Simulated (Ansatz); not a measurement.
Isomers of C4H4O: 1 is c1ccoc1, 2 is C1(=C)CC1=O; one conformer of each (the lowest of an xTB search), B3LYP-D3(BJ)/def2-TZVP minima.
Isomer 1 (charge 0, multiplicity 1):
```xyz
9

C     -0.83435    -0.56140    -0.19762
C      0.55187    -0.86360     0.00051
C      1.16822     0.32171     0.22779
O      0.26568     1.34022     0.18538
C     -0.94917     0.78332    -0.07494
H     -1.63127    -1.25555    -0.40303
H      1.01896    -1.83332    -0.02422
H      2.18706     0.60221     0.42645
H     -1.77699     1.46641    -0.14032
```
Isomer 2 (charge 0, multiplicity 1):
```xyz
9

C      1.568     0.303    -0.029
C      0.255     0.164     0.014
C     -0.918    -0.794    -0.085
C     -1.066     0.677     0.165
O     -1.813     1.592     0.355
H      2.029     1.274     0.109
H      2.224    -0.543    -0.201
H     -1.185    -1.188    -1.064
H     -1.094    -1.485     0.736
```

No zero-point or thermal terms.

Frozen-core correlation.

Programs: Ansatz (Gaussian orbitals). 

Problem. What electronic energy of isomer 2 less that of isomer 1 does HF/cc-pVDZ give?

Solution. 1.90 eV

Problem. Give the electronic energy of isomer 2 less that of isomer 1 at the level SCS-MP2/cc-pVTZ.

Solution. 2.06 eV

Problem. What electronic energy of isomer 2 less that of isomer 1 does SVWN5/def2-TZVPP give?

Solution. 2.19 eV

Ansatz is a program for electronic structure.
